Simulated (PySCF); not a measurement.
Species: `C#C[SiH2][Si@@H]([SiH3])C1CCC1`. The columns A, B, C and D hold Mulliken, IAO, Hirshfeld and ESP-fitted charges (e) of one PBE0/pcSseg-1 density (PySCF), in a shuffled order. Coordinates in Å (GFN2-xTB); the density's dipole moment is (-0.96, 0.44, -0.30) D.

```csv
atom,x,y,z,A,B,C,D
C1,3.019,2.257,0.383,-0.349,-0.199,-0.202,-0.087
C2,2.846,1.211,-0.186,-0.134,-0.317,-0.174,-0.154
Si3,2.520,-0.402,-1.035,+0.258,+0.482,+0.466,+0.263
Si4,0.519,-1.263,-0.208,+0.091,+0.302,+0.084,+0.185
Si5,0.254,-1.176,2.099,+0.238,+0.283,+0.202,+0.212
C6,-0.888,-0.326,-1.102,+0.072,-0.355,-0.543,-0.110
C7,-1.047,1.137,-0.648,-0.223,-0.262,-0.175,-0.074
C8,-2.298,0.735,0.145,+0.103,-0.261,-0.244,-0.071
C9,-2.305,-0.618,-0.577,-0.299,-0.258,-0.157,-0.071
H10,3.182,3.173,0.876,+0.297,+0.202,+0.063,+0.097
H11,2.556,-0.095,-2.473,-0.054,-0.091,-0.049,-0.065
H12,3.683,-1.252,-0.742,-0.056,-0.096,-0.052,-0.071
H13,0.365,-2.663,-0.674,-0.083,-0.092,0.000,-0.080
H14,1.317,-1.932,2.767,-0.084,-0.091,-0.048,-0.074
H15,0.330,0.196,2.611,-0.064,-0.094,-0.048,-0.073
H16,-1.012,-1.728,2.595,-0.060,-0.093,-0.047,-0.070
H17,-0.793,-0.440,-2.184,+0.028,+0.140,+0.147,+0.035
H18,-0.227,1.561,-0.068,+0.056,+0.130,+0.147,+0.026
H19,-1.271,1.817,-1.470,+0.084,+0.138,+0.118,+0.040
H20,-3.177,1.360,-0.001,+0.015,+0.136,+0.124,+0.038
H21,-2.106,0.641,1.212,-0.014,+0.132,+0.139,+0.035
H22,-2.417,-1.497,0.058,+0.072,+0.126,+0.127,+0.031
H23,-3.051,-0.668,-1.369,+0.104,+0.138,+0.120,+0.041
```

Task: Which column most likely holds the ESP-fitted charges?

Result: A. Σ q r misses the density's dipole by 0.06 D (A), 1.00 D (D), 1.72 D (B), 2.95 D (C). Charges fitted to the outside potential are the only set here that is tied to the molecule's multipoles.

Task: And the Hirshfeld charges?

Result: D. The mean sizes are 0.087 e (D), 0.123 e (A), 0.151 e (C), 0.192 e (B), and Hirshfeld charges are commonly the smallest of these schemes.

As computed, A = ESP-fitted, B = IAO, C = Mulliken, D = Hirshfeld. Hydrogens on carbon: ESP-fitted -0.01 to +0.30, IAO +0.13 to +0.20, Mulliken +0.06 to +0.15, Hirshfeld +0.03 to +0.10 e.

The Hirshfeld scheme divides the density at each point in proportion to the densities of the neutral, spherically averaged free atoms. The ESP scheme fits charges at the nuclei, held to the total charge, to the electrostatic potential on points at 1.4 to 2.0 times the van der Waals radii.

The structure is a single GFN2-xTB conformer in the gas phase; no vibrational or solvent corrections.

The values belong to the conformer `[CH:1]#[C:2][SiH2:3][Si@@H:4]([SiH3:5])[CH:6]1[CH2:7][CH2:8][CH2:9]1`: C2–Si3–Si4–Si5 -45°, Si3–Si4–C6–C7 -72°.
